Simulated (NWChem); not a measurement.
Basis-set convergence for HFOSn

```xyz
4

Sn    -0.0383    -0.3726     0.0000
F     -1.3347     1.1331     0.0000
O      1.5800     0.8331     0.0000
H      1.2874     1.7688     0.0000
```
Charge 0, spin multiplicity 1.

Everything below was run with NWChem. All single points use one geometry, from PBE/def2-SVP with def2 effective core potentials on Sn, a minimum by its harmonic frequencies. It is one conformer; others weren't searched.

Quantity: LUMO energy at the level B3LYP.

Effective core potentials replace the inner electrons of Sn; spin-orbit coupling is left out. B3LYP has NWChem's definition, with VWN1-RPA local correlation. The structure started from a generated list of species.

Q: In def2-QZVP the value is -2.81 eV. Among def2-SVP, def2-SVPD, def2-TZVP, def2-TZVPP, def2-TZVPD, which is the smallest basis within 0.1 eV of it?

A: def2-SVPD, with 86 functions against 226 and about 3 % of the time (also within reach: def2-TZVP, def2-TZVPP, def2-TZVPD). def2-QZVP isn't the basis-set limit itself, and a small set can land close by cancellation.

```json
[
 {"basis": "def2-SVP", "functions": "59", "LUMO energy (eV)": "-2.51"},
 {"basis": "def2-SVPD", "functions": "86", "LUMO energy (eV)": "-2.86"},
 {"basis": "def2-TZVP", "functions": "118", "LUMO energy (eV)": "-2.75"},
 {"basis": "def2-TZVPP", "functions": "126", "LUMO energy (eV)": "-2.76"},
 {"basis": "def2-TZVPD", "functions": "145", "LUMO energy (eV)": "-2.84"},
 {"basis": "def2-QZVP", "functions": "226", "LUMO energy (eV)": "-2.81"}
]
```
